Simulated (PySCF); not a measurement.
**Zn: ionisation energy**

Zn [Ar] 3d10 4s2 (1S) → Zn⁺ [Ar] 3d10 4s1 (2S), as a difference of total energies. Calculation: PySCF 2.14, in aug-cc-pVDZ-DK (7s6p4d2f, 59 functions); the spin-free X2C one-electron Hamiltonian (Gaussian nucleus). Correlated levels: valence: [Ar] frozen. The calculations carry no spin-orbit coupling.

```tsv
method	ionisation energy (eV)	error (eV)
UHF	7.785	-1.609
M06-2X	9.235	-0.159
LDA	9.952	+0.558
MP2 (valence)	9.143	-0.251
SCS-MP2 (valence)	9.159	-0.235
```

Reference: 9.394 eV (measured; NIST Atomic Spectra Database, ionization energies).

Errors of the correlated levels include the incompleteness of this basis and the frozen core.

MP2 underrates the near-degeneracy of ns² with np² in the lower species.
